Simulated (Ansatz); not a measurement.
Total energies of `C[S][Cd][OH]`.

Cartesian coordinates in Å:
```
C -0.703 0.111 1.604
S -0.288 -1.375 0.636
Cd 0.460 -0.497 -1.374
O 0.988 0.219 -3.133
H -1.066 -0.248 2.567
H 0.168 0.741 1.779
H -1.494 0.695 1.136
H 1.935 0.354 -3.215
```

Charge 0, multiplicity 1. Correlated methods include outer-core shells of Cd, which these sets cover unevenly. Cd: def2 effective core potential. All single points use the PBE0-D4/def2-TZVP geometry. It is one conformer, not always the lowest. Basis def2-TZVPP, Ansatz.

RPA on PBE orbitals: Hartree–Fock energy of these orbitals -679.47661 Eh, correlation -1.91672 Eh (frozen core).

```csv
functional,energy without D4 (Eh),D4 term (kJ/mol)
LDA (SPW92),-679.20497,–
revPBE,-681.73101,-44.0
BLYP,-681.71111,-33.6
r2SCAN,-681.75658,-3.6
B3LYP,-681.86472,-25.1
r2SCANh,-681.73183,-3.9
r2SCAN0,-681.69634,-4.3
HSE06 (plane-wave form),-681.49655,-12.2
BHLYP,-681.62478,-21.0
CAM-B3LYP,-681.71722,-13.4
LC-ωPBE,-681.62526,–
ωB97X-V,-681.65852,–
B2PLYP,-681.49155,–
PBE-QIDH,-681.36406,–
```

Q: Give the same for PBE, B97M-V, PBE0, ωB97M-V. (Estimate.)

A: Ansatz gave: 
```
functional  energy without D4 (Eh)  D4 term (kJ/mol)
       PBE              -681.48589             -15.4
    B97M-V              -681.65573                 –
      PBE0              -681.51068             -13.0
   ωB97M-V              -681.65303                 –
```

B3LYP takes the VWN-RPA correlation (the form of Gaussian; ORCA's B3LYP/G). HSE06 is the plane-wave form, built on full-range PBE exchange. The double hybrids freeze the cores in their second-order part.

LC-ωPBE has ω = 0.4 bohr⁻¹.
